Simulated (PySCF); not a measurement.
Species: C2H7OSSi (doublet state).
Cartesian coordinates in Å at the GFN2-xTB level; atoms count from 1:
```xyz
12
C2H7OSSi angstrom
Si    -2.1421    0.5210    0.1740
O     -0.6074    0.2813   -0.3344
C      0.2608   -0.7279   -0.2408
C      1.6279   -0.5052   -0.6088
S      2.6480    0.1531    0.9074
H     -2.3267    1.8688   -0.3344
H     -2.2126    0.4107    1.6324
H     -3.0279   -0.4809   -0.4217
H     -0.0241   -1.5970    0.3328
H      1.7558    0.2650   -1.3636
H      2.1684   -1.4141   -0.8506
H      1.8810    1.2246    1.0816
```

The hyperfine couplings belong to this conformer and change with its torsions.

The species is `[SiH3]O[CH]CS` [radical].

Computed, not measured: UKS B3LYP, pcH-1 on C H O S Si, non-relativistic, mean-field spin-orbit, GIAO in PySCF 2.14.0. Isolated species at its GFN2-xTB geometry (one conformer only). Couplings are sensitive to structure, and on GFN2-xTB geometries they can be far from those on DFT ones. Stability of the SCF solution: not tested.

Task: Match the computed a_iso(13C) values +88.4, -8.3 MHz with the sites C3; C4.

Result: 
```
site  a_iso (MHz)  ρ(0) (bohr⁻³)                 position  distance from C3 (Å)  spin population  largest |T| (MHz)
  C3        +88.4        +0.0787  largest spin population                  0.00            +0.81              143.0
  C4         -8.3        -0.0073           1 bond from C3                  1.43            -0.08                6.9
```

Task: Match the computed a_iso(1H) values -50.6, +23.5, -7.3, +5.3 MHz (means over equivalent nuclei) with the sites H6/H7/H8; H9; H10/H11; H12.

Result: 
| site | a_iso (MHz) | ρ(0) (bohr⁻³) | position | distance from C3 (Å) | bound to | spin population there | largest \|T\| (MHz) |
| --- | --- | --- | --- | --- | --- | --- | --- |
| H6/H7/H8 | +5.3 | +0.0012 | γ, 3 bonds from C3 | 3.42 | Si1 | +0.01 | 3.8 |
| H9 | -50.6 | -0.0113 | α, 1 bond from C3 | 1.08 | C3 | +0.81 | 33.9 |
| H10/H11 | +23.5 | +0.0053 | β, 2 bonds from C3 | 2.12 | C4 | -0.08 | 8.2 |
| H12 | -7.3 | -0.0017 | γ, 3 bonds from C3, on S5 of spin population +0.20 | 2.86 | S5 | +0.20 | 7.1 |

ρ(0) is the spin density at the nucleus and T the dipolar tensor; a_iso includes a spin–orbit part; entries for several nuclei are means. The largest Mulliken spin populations are on C3 (+0.81), S5 (+0.20), C4 (-0.08) and O2 (+0.08). The positive populations add up to 1.13 and the negative ones to -0.13, together 2S = 1. The angles at C3 add up to 358.2°, so it is nearly planar; its axial dipolar tensor and the negative coupling of its proton fit spin in a p orbital normal to that plane.

Examples of negative spin density at the nucleus (bohr⁻³): H9 (-0.0113), C4 (-0.0073) and Si1 (-0.0027).

Means are taken over nuclei equivalent by connectivity, which assumes that they swap fast. The three 1H nuclei of mean +5.3 MHz run from -3.0 to 10.0 MHz in the frozen geometry. The 1H value of +23.5 MHz is a mean of couplings from 16.9 to 30.0 MHz in this one geometry, not an average over conformers.
